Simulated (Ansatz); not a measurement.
Cost and result for the atomization energy of CH6AlFGeO (11 atoms, 11 bonds).

```tsv
atom	x (Å)	y (Å)	z (Å)
O1	-0.3760	0.7242	-0.9076
C2	0.7267	-0.2509	-0.9245
Ge3	0.3922	-1.1544	0.8534
Al4	-1.1745	0.7677	0.8820
F5	-0.5511	2.1741	1.5241
H6	-0.2726	1.4384	-1.5449
H7	0.6147	-0.8730	-1.8118
H8	1.6724	0.2907	-0.9553
H9	1.7394	-1.2154	1.5970
H10	-0.0227	-2.6088	0.5550
H11	-2.7486	0.7075	0.7326
```

Charge 0, multiplicity 1. Correlated methods include outer-core shells of Ge, which these sets cover unevenly. Scalar relativity is left out up to krypton. The bonds changed during the relaxation, so this is another structure than the one it started from. The geometry is a stationary point of PBE0-D4/def2-TZVP. It is one conformer, not always the lowest. Program: Ansatz. All runs use 4 threads of an Arm Neoverse V2 on a shared host. Times are those of one run each, without the atoms' runs, and a repeat can differ threefold. Electronic energies, without spin–orbit coupling; frozen cores. CCSD(T)/CBS adds CCSD(T) − MP2 in def2-TZVPP to the MP2 limit, and its time is that of the two runs behind it. T1 = 0.012. With those shells the extrapolation isn't a true limit. B3LYP takes the VWN-RPA correlation (the form of Gaussian; ORCA's B3LYP/G).

CCSD(T)/CBS is a level of theory with its own doubt, some kJ/mol a heavy atom from the limit and from the frozen cores, so smaller differences don't rank the functionals.

```
                             level  functions  wall time  atomization (kcal/mol)  difference from CCSD(T)/CBS  per bond
   PBE-D4/def2-TZVPP (with forces)        267      2.8 s                   888.7                         -0.3       0.0
                PBE0-D4/def2-TZVPP        267      3.6 s                   874.1                        -14.9      -1.4
 B3LYP-D4/def2-TZVPP (with forces)        267      5.5 s                   876.8                        -12.2      -1.1
r2SCAN-D4/def2-TZVPP (with forces)        267        6 s                   885.6                         -3.4      -0.3
                 B2PLYP/def2-TZVPP        267        7 s                   870.6                        -18.4      -1.7
                ωB97X-V/def2-TZVPP        267      9.5 s                   886.7                         -2.3      -0.2
  ωB97M-V/def2-TZVPP (with forces)        267       14 s                   882.1                         -6.9      -0.6
                    MP2/def2-QZVPP        510       30 s                   892.1                          3.1       0.3
                CCSD(T)/def2-TZVPP        267    4.8 min                   866.3                        -22.7      -2.1
                 CCSD(T)/CBS(def2)          –    5.3 min                   889.0                          0.0       0.0
```

The D4 term adds +8.9 kcal/mol with B3LYP and +4.7 kcal/mol with PBE0; it sums over pairs of atoms, weighted by their polarisabilities, and B3LYP, whose exchange is more repulsive, gets the larger term. In def2-TZVPP, CCSD(T) changes the Hartree–Fock value by +227.9 kcal/mol (the triples alone add +12.5 kcal/mol) and MP2 by +240.2 kcal/mol; breaking electron pairs costs correlation energy, which Hartree–Fock lacks. From PBE to PBE0 (25 % exact exchange), in def2-TZVPP and without D4, the atomization energy moves by −13.8 kcal/mol: exact exchange takes away binding that semilocal exchange gives to molecules.
